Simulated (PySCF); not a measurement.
## How the method moves the HOMO and LUMO of `FB(F)C1=CC/1=C\Cl`

Species: C₄H₂BClF₂.
Atom-mapped SMILES: `[F:1][B:2]([F:3])[C:4]1=[CH:5][C:6]/1=[CH:7]\[Cl:8]` (hydrogens: H9 on C5; H10 on C7)

Geometry (PBE0-D3(BJ)/def2-SVP, Å), atoms numbered from 1 in this order:
```
atom  x, y, z in Å
F1    -2.0486   -1.8463   -0.6751
B2    -1.9812   -0.5392   -0.5540
F3    -3.0751    0.1605   -0.7655
C4    -0.6627    0.1678   -0.1775
C5    -0.0103    1.3119    0.0118
C6     0.7414    0.1222    0.2028
C7     1.8631   -0.5206    0.5040
Cl8    3.3204    0.3289    0.9131
H9    -0.0434    2.4005    0.0080
H10    1.9467   -1.6071    0.5112
```

Basis pcSseg-1 throughout (PySCF), one geometry. The structure is a single PBE0-D3(BJ)/def2-SVP conformer in the gas phase; no vibrational or solvent corrections.

**Question.** How do the orbital energies, the gap and the dipole change with the method?

**Answer.** 
```csv
method,kind,HOMO (eV),LUMO (eV),gap (eV),μ (D),SCF cycles
BLYP,GGA,-5.20,-3.29,1.91,1.76,16
OPBE,GGA,-5.36,-3.37,1.99,1.84,17
KT2,GGA,-5.41,-3.46,1.95,1.79,17
BP86,GGA,-5.50,-3.56,1.93,1.80,16
B97-2,global hybrid,-6.21,-2.61,3.59,1.95,14
PBE0,global hybrid,-6.44,-2.59,3.85,1.96,14
BHandHLYP,global hybrid,-7.32,-1.53,5.79,2.07,13
CAM-B3LYP,range-separated hybrid,-7.64,-1.42,6.22,2.04,13
```

The HOMO spans 2.44 eV, from BLYP down to CAM-B3LYP, and the gap runs from 1.91 eV (BLYP) to 6.22 eV (CAM-B3LYP). Over the methods BLYP (0 %), OPBE (0 %), KT2 (0 %), BP86 (0 %), B97-2 (21 %), PBE0 (25 %), BHandHLYP (50 %), a straight line through the gap against the share of exact exchange rises by 0.77 eV for each 10 % (correlation coefficient 1.000). The dipole ranges from 1.76 D (BLYP) to 2.07 D (BHandHLYP). This basis has no diffuse functions.
